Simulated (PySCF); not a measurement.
## Polarisability and C₆ of Kr⁺ (krypton, charge +1)

[Ar] 3d10 4s2 4p4 4d1, one real determinant (an excited configuration). All numbers are calculated (PySCF 2.14, the spin-free X2C one-electron Hamiltonian (Gaussian nucleus), in aug-cc-pVQZ-DK). Coupled (time-dependent) response in atomic units; α is the mean over directions.

| method | mean α (bohr³) | α xx, yy, zz | C₆ (like pair) | S(−4) |
| --- | --- | --- | --- | --- |
| wB97X | 40.65 | 54.96, 12.03, 54.96 | 174.2 | 8931 |

S(−4) is the Cauchy moment in α(ω) = α(0) + S(−4) ω² + …

Spin-orbit coupling is absent.

α(iu) at wB97X:

| u (hartree) | α(iu) (bohr³) |
| --- | --- |
| 0 | 40.65 |
| 0.0500 | 28.32 |
| 0.100 | 19.41 |
| 0.200 | 13.91 |
| 0.300 | 11.58 |
| 0.500 | 8.535 |
| 0.750 | 5.976 |
| 1.00 | 4.310 |
| 1.50 | 2.477 |
| 2.00 | 1.595 |
| 3.00 | 0.8305 |
| 5.00 | 0.3589 |

A single London oscillator, α(iu) = α/(1 + u²/ω²), gives C₆ = (3/4) ω α². Matching the computed C₆ needs ω = 4 × 174.2 / (3 × 40.65²) = 0.141 hartree.

For an ion, C₆ is the dispersion term alone; charge-induced terms of lower order in 1/R come first.

The components differ because the open shell of this determinant is not spherical; for a pure term their mean is the scalar polarisability.

⟨L²⟩ = 8.03 against 12 for a pure F term, so this real determinant mixes terms. The outer electron is Rydberg-like, and this basis confines it to a smaller radius and binds it less than a complete one would.
